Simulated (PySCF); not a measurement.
C₂H₇BFNO, SMILES CCNB(O)F. Atoms are numbered in the order given.

```xyz
13

C     -2.4725    -0.4763     0.1571
C     -1.3651     0.5273     0.4881
N     -0.2550     0.4935    -0.4466
B      1.0459     0.0130    -0.1840
O      1.9967    -0.0166    -1.1772
F      1.3641    -0.4190     1.0661
H     -2.0803    -1.5135     0.1687
H     -2.8970    -0.2883    -0.8516
H     -3.3045    -0.4096     0.8880
H     -0.9573     0.3176     1.4975
H     -1.7973     1.5536     0.5362
H     -0.4728     0.7833    -1.4015
H      2.8394    -0.3655    -0.8397
```

Geometry optimised at PBE-D3(BJ)/def2-SVP. This is a generated structure with no PubChem entry under its InChIKey; it may be hypothetical. One conformer was computed; it need not be the lowest.

Level of theory: PySCF with PBE-D3(BJ)/def2-SVP.

No scaling factor is applied to the harmonic values.

Computed vibrational spectrum:
```
mode  ν (cm⁻¹)  IR (km/mol)  Raman (Å⁴/amu)  depolarisation  moving atoms (share of kinetic energy)
----  --------  -----------  --------------  --------------  --------------------------------------
1           53          0.1             0.4            0.67          C 35 %, H 29 %, F 19 %, N 16 %
2           98          0.7             0.2            0.74   O 31 %, N 23 %, C 19 %, H 17 %, F 9 %
3          184          0.4             0.1            0.27                  H 49 %, F 24 %, C 12 %
4          273          0.3             0.1            0.67                  H 71 %, C 14 %, F 11 %
5          362         13.3             1.0            0.52  C 26 %, H 24 %, O 21 %, N 14 %, F 12 %
6          407        136.7             2.6            0.75                                  H 86 %
7          438         24.5             0.7            0.42  H 36 %, C 21 %, N 14 %, F 12 %, O 11 %
8          516          2.6             1.8            0.34  O 27 %, N 21 %, H 18 %, F 16 %, B 10 %
9          565         28.3             1.5            0.69                          H 83 %, N 10 %
10         632         63.2             1.8            0.75                          B 76 %, N 10 %
11         756          1.5             4.0            0.14                  H 61 %, C 12 %, F 11 %
12         809          7.8             5.5            0.13                  H 50 %, N 20 %, F 17 %
13         911         30.2             3.6            0.74    H 42 %, C 28 %, N 10 %, O 9 %, F 9 %
14         975         99.6             3.0            0.73                          H 72 %, O 13 %
15        1055          9.1             4.3            0.27                          C 50 %, H 47 %
16        1084          6.5             2.0            0.41                          H 63 %, C 33 %
17        1154         36.3             2.0            0.44                  C 34 %, N 32 %, H 28 %
18        1243          1.1             3.2            0.64                          H 77 %, C 13 %
19        1302         94.4            11.2            0.53                   H 75 %, B 13 %, C 9 %
20        1333         19.1             2.8            0.65                   H 70 %, C 16 %, B 9 %
21        1354         26.1             4.9            0.46                  H 57 %, C 25 %, B 12 %
22        1384        207.1             3.3            0.47                          B 51 %, H 31 %
23        1413         11.4            19.8            0.74                                  H 96 %
24        1416         23.3            30.4            0.74                                  H 92 %
25        1435         10.9             1.5            0.70                           H 87 %, C 8 %
26        1552        495.5             6.1            0.05                  B 45 %, N 34 %, H 16 %
27        2941         57.0           162.8            0.20                                  H 94 %
28        2965         20.1           151.9            0.01                                  H 97 %
29        3032          1.2           104.8            0.67                           H 91 %, C 9 %
30        3056         29.9            54.2            0.53                           H 91 %, C 9 %
31        3066         24.3            68.2            0.72                          H 90 %, C 10 %
32        3537         18.9            72.6            0.21                                  H 93 %
33        3771         85.5           111.4            0.28                                  H 94 %
```
